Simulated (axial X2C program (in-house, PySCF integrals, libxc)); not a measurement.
# Spin–orbit effects along a row: molecules with Ge, PBE0

Calculated with an in-house all-electron X2C program for linear molecules (integrals from PySCF), spin-free (one-electron X2C) or two-component (2c: spin–orbit coupling with atomic mean-field Coulomb and Gaunt terms, which also bring small scalar terms), in Dyall basis sets with cores contracted in-house; open shells are unrestricted.

Basis sets: Ag dyall-cv3z, Ge dyall-cv3z, I dyall-cv3z, In dyall-cv3z, Mo dyall-cv3z, Rb dyall-cv3z, Sr dyall-cv3z, Te dyall-cv3z.

```json
{"molecule": "RbGe", "spin-free state": "M_S = 3/2, Λ = 0", "Re (Å)": "3.183", "ωe (cm⁻¹)": "124.1", "De (eV)": "1.53", "2c state": "Ω = 3/2", "Re 2c (Å)": "3.184", "ωe 2c (cm⁻¹)": "124.0", "De 2c (eV)": "n/a"}
{"molecule": "SrGe", "spin-free state": "M_S = 1, Λ = 0", "Re (Å)": "2.962", "ωe (cm⁻¹)": "163.9", "De (eV)": "1.57", "2c state": "Ω = 1", "Re 2c (Å)": "2.963", "ωe 2c (cm⁻¹)": "163.7", "De 2c (eV)": "n/a"}
{"molecule": "MoGe", "spin-free state": "M_S = 2, Λ = 1", "Re (Å)": "2.457", "ωe (cm⁻¹)": "215.8", "De (eV)": "1.70", "2c state": "Ω = 3", "Re 2c (Å)": "2.458", "ωe 2c (cm⁻¹)": "214.9", "De 2c (eV)": "n/a"}
{"molecule": "AgGe", "spin-free state": "?", "Re (Å)": "?", "ωe (cm⁻¹)": "?", "De (eV)": "?", "2c state": "?", "Re 2c (Å)": "?", "ωe 2c (cm⁻¹)": "?", "De 2c (eV)": "?"}
{"molecule": "InGe", "spin-free state": "M_S = 3/2, Λ = 0", "Re (Å)": "2.655", "ωe (cm⁻¹)": "180.5", "De (eV)": "2.24", "2c state": "Ω = 3/2", "Re 2c (Å)": "2.655", "ωe 2c (cm⁻¹)": "180.2", "De 2c (eV)": "n/a"}
{"molecule": "GeTe", "spin-free state": "M_S = 0, Λ = 0", "Re (Å)": "2.336", "ωe (cm⁻¹)": "332.5", "De (eV)": "4.34", "2c state": "Ω = 0", "Re 2c (Å)": "2.340", "ωe 2c (cm⁻¹)": "329.7", "De 2c (eV)": "n/a"}
{"molecule": "GeI", "spin-free state": "M_S = 1/2, Λ = 1", "Re (Å)": "2.526", "ωe (cm⁻¹)": "242.1", "De (eV)": "3.13", "2c state": "Ω = 1/2", "Re 2c (Å)": "2.527", "ωe 2c (cm⁻¹)": "241.2", "De 2c (eV)": "n/a"}
```

Question: Estimate the 2c Re and ωe of AgGe as the mean of its neighbours in the table.

Answer: Re ≈ 2.556 Å, ωe ≈ 197.6 cm⁻¹. The PBE0 runs give the row below, so the estimate misses by 0.096 Å and -2.5 cm⁻¹.

```csv
molecule,spin-free state,Re (Å),ωe (cm⁻¹),De (eV),2c state,Re 2c (Å),ωe 2c (cm⁻¹),De 2c (eV)
AgGe,"M_S = 1/2, Λ = 1",2.461,200.1,1.65,Ω = 1/2,2.460,200.1,n/a
```

Each entry is the lowest single determinant of a limited PBE0 search at one distance. De goes to single-determinant-based atoms at the same level (for ions the charge split of lowest energy) and is withheld (n/a) where an atom does not fit its ground term or J level. Main or longest-lived isotopes. One determinant is a doubtful description, or other states lie close, for RbGe, SrGe, MoGe, InGe; these need not be ground states, and all values refer to the states named. Some open-shell Ω = 0 determinants are out of reach, so the Ω given for SrGe, MoGe need not be the lowest component. With several unpaired electrons the Ω given is that of one determinant, not necessarily of the lowest component. The functionals have no current term, which raises determinants with orbital currents.
